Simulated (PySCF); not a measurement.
BP86 on Si⁺ (silicon, charge +1)

Configuration: [Ne] 3s2 3p1, 2P determinant. All numbers are calculated (PySCF 2.14, the spin-free X2C one-electron Hamiltonian (Gaussian nucleus), in jorge-DZP-DKH).

```
Total energy                                                  : -289.7023 hartree
One-electron energy                                           : -396.6741 hartree
Hartree (Coulomb) energy                                      : 127.6114 hartree
Exchange-correlation energy                                   : -20.6397 hartree
⟨S²⟩                                                          : 0.7533
⟨L²⟩                                                          : 2.013
Sum of ⟨r⟩                                                    : 11.15 bohr
Sum of ⟨r²⟩                                                   : 19.87 bohr²
Traceless quadrupole moment −½Σ⟨3z² − r²⟩ along its main axis : -2.71 e·bohr²
Langevin diamagnetic susceptibility                           : -15.7 ×10⁻⁶ cm³/mol
Time after the integrals                                      : 0.16 s of wall time on 1 thread of Intel(R) Xeon(R) 6975P-C (shared host)
```

```json
{"shell": "1s α", "electrons": "1", "mean orbital energy (eV)": "-1796.8", "spread (eV)": "0", "rms radius, mean of both spins (bohr)": "0.129"}
{"shell": "1s β", "electrons": "1", "mean orbital energy (eV)": "-1796.7", "spread (eV)": "0", "rms radius, mean of both spins (bohr)": "0.129"}
{"shell": "2s α", "electrons": "1", "mean orbital energy (eV)": "-149.08", "spread (eV)": "0", "rms radius, mean of both spins (bohr)": "0.620"}
{"shell": "2s β", "electrons": "1", "mean orbital energy (eV)": "-148.98", "spread (eV)": "0", "rms radius, mean of both spins (bohr)": "0.620"}
{"shell": "2p α", "electrons": "3", "mean orbital energy (eV)": "-105.23", "spread (eV)": "0.233", "rms radius, mean of both spins (bohr)": "0.603"}
{"shell": "2p β", "electrons": "3", "mean orbital energy (eV)": "-105.09", "spread (eV)": "0.469", "rms radius, mean of both spins (bohr)": "0.603"}
{"shell": "3s α", "electrons": "1", "mean orbital energy (eV)": "-19.403", "spread (eV)": "0", "rms radius, mean of both spins (bohr)": "2.21"}
{"shell": "3s β", "electrons": "1", "mean orbital energy (eV)": "-18.584", "spread (eV)": "0", "rms radius, mean of both spins (bohr)": "2.21"}
{"shell": "3p α", "electrons": "1", "mean orbital energy (eV)": "-12.241", "spread (eV)": "0", "rms radius, mean of both spins (bohr)": "2.67"}
```

Densities and radii are taken from the X2C orbitals without a picture-change correction, which distorts them close to the nucleus.
